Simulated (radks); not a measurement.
Pr3+, configuration [Xe] 4f1 6s1 (not the ground configuration). Method: Dirac Kohn-Sham, BLYP, spin-unpolarised, spherical densities, point nucleus; open shells fill j = l - 1/2 first; computed with a radial shooting solver on a logarithmic mesh with Libxc functionals.

Spin-orbit splittings of the eigenvalues, e(l+1/2) - e(l-1/2), with zeta = 2 splitting/(2l+1) and mean radii in bohr:

[
 {"shell": "2p", "occ.": "6", "splitting (eV)": "482.3", "zeta (eV)": "321.6", "<r> j=l-1/2": "0.08605", "<r> j=l+1/2": "0.09236"},
 {"shell": "3p", "occ.": "6", "splitting (eV)": "95.50", "zeta (eV)": "63.67", "<r> j=l-1/2": "0.2618", "<r> j=l+1/2": "0.2741"},
 {"shell": "3d", "occ.": "10", "splitting (eV)": "20.57", "zeta (eV)": "8.228", "<r> j=l-1/2": "0.2453", "<r> j=l+1/2": "0.2492"},
 {"shell": "4p", "occ.": "6", "splitting (eV)": "20.90", "zeta (eV)": "13.93", "<r> j=l-1/2": "0.6365", "<r> j=l+1/2": "0.6637"},
 {"shell": "4d", "occ.": "10", "splitting (eV)": "3.722", "zeta (eV)": "1.489", "<r> j=l-1/2": "0.7116", "<r> j=l+1/2": "0.7210"},
 {"shell": "4f", "occ.": "1", "splitting (eV)": "0.4489", "zeta (eV)": "0.1282", "<r> j=l-1/2": "0.9341", "<r> j=l+1/2": "0.9412"},
 {"shell": "5p", "occ.": "6", "splitting (eV)": "3.454", "zeta (eV)": "2.303", "<r> j=l-1/2": "1.577", "<r> j=l+1/2": "1.646"},
 {"shell": "5d", "occ.": "0", "splitting (eV)": "0.4026", "zeta (eV)": "0.1610", "<r> j=l-1/2": "2.156", "<r> j=l+1/2": "2.184"},
 {"shell": "6p", "occ.": "0", "splitting (eV)": "0.6849", "zeta (eV)": "0.4566", "<r> j=l-1/2": "3.633", "<r> j=l+1/2": "3.754"}
]
